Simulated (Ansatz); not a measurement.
Input for Ansatz (development build ahead of 0.2.0):

```yaml
crystal:
  periodic: [false, false, false]
  atoms:
    - { symbol: Mn, position_ang: [0.0, 0.0, 0.0] }
    - { symbol: C, position_ang: [0.0, 0.0, 1.94] }
basis:
  gaussian: { orbitals: pcseg-2 }
magnetization:
  initial_magnetization: 1
hamiltonian:
  xc: pbe0
```

The input is written out in the form of the current development build from the run's settings.

The run gave:

| Quantity | Value |
| --- | --- |
| Converged | yes |
| Total energy | -1188.53673 hartree |
| Spin squared of the determinant | 0.750 |
| Stability test | minimum among restricted orbitals |

Caution: no unrestricted run beside it, a lower state can exist; other spin multiplicities were not run.
